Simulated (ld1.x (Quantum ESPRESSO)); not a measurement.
## Transferability test, TM potential for Rb (Z = 37)

rubidium (Rb), norm-conserving Troullier–Martins (Kleinman–Bylander form), made with ld1.x (Quantum ESPRESSO) 7.5 (PW91, scalar-relativistic). Core [Ar] 3d10 4s2, reference 4p6 5s1 5p0. Waves: 4p (bound): rc 2.15 bohr; 4d channel at 0.25 Ry: rc 4.25 bohr; 5s (bound): rc 3.90 bohr. Local part: the s channel. Core correction: none.

Energies are relative to the spin-unpolarised reference configuration 4p6 5s1 5p0; without spin polarisation the order of configurations can differ from experiment.

| valence configuration | charge | ΔE all-electron (eV) | error AE − PS (meV) |
| --- | --- | --- | --- |
| 4p6 5s0 5p1 | 0 | 1.511 | -127 |
| 4p5 5s1 5p0 | +1 | 21.198 | -191 |

(1) What are ΔE and the potential's error for 4p6 5s0.5 5p0?

(2) What are ΔE and the potential's error for 4p6 5s0 5p0?

Results:

(1) ΔE = 1.576 eV all-electron; the error (AE − PS) is +1.7 meV.

(2) ΔE = 4.185 eV all-electron; the error (AE − PS) is +12 meV.

ld1.x printed “convergence not achieved” for 2 of the counted tests; their residual had stalled under 1e-8, short of the target of 1e-14.
